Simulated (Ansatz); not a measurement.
The cluster Te4Se⁻. The state is a doublet with charge -1. Geometry PBE-D4/def2-SVPD; atoms count from 1.

```
atom   x (Å)   y (Å)   z (Å)
 Se1  -1.664   1.023  -1.403
 Te2   0.595  -2.161   0.050
 Te3  -1.959  -0.973   0.050
 Te4   1.425   2.084  -0.215
 Te5   1.602   0.028   1.518
```

In the def2 sets Te takes a core potential; there is no spin–orbit coupling. The structure comes from a short search, and lower isomers may exist.

(1) Estimate the Mulliken populations from the PBE0/def2-TZVPD orbitals of Ansatz.

(2) Where does the spin sit?

(3) And the Mayer bond orders between bonded heavy atoms (over 0.3)?

Answers

(1) 
```
atom  charge (e)  spin (α − β)
 Se1       -0.46          0.38
 Te2       -0.21         -0.02
 Te3        0.04          0.09
 Te4       -0.29          0.49
 Te5       -0.07          0.06
```
Mulliken values and Mayer orders depend strongly on the basis. With diffuse functions, as here, like atoms can get unlike values, and bond orders can come out too low or too high.

(2) Summed by element: Se 0.38, Te 0.62, of 1 unpaired in all. Largest on single atoms: Te4 0.49, Se1 0.38, Te3 0.09.

(3) Se1–Te3 1.19 (2.49 Å); Te2–Te3 0.94 (2.82 Å); Te2–Te5 0.93 (2.82 Å); Te4–Te5 1.19 (2.69 Å). Values over 0.3 also appear between atoms too far apart for a bond (Se1–Te4 0.32 at 3.47 Å); they arise where an orbital or an unpaired electron spreads over both atoms.
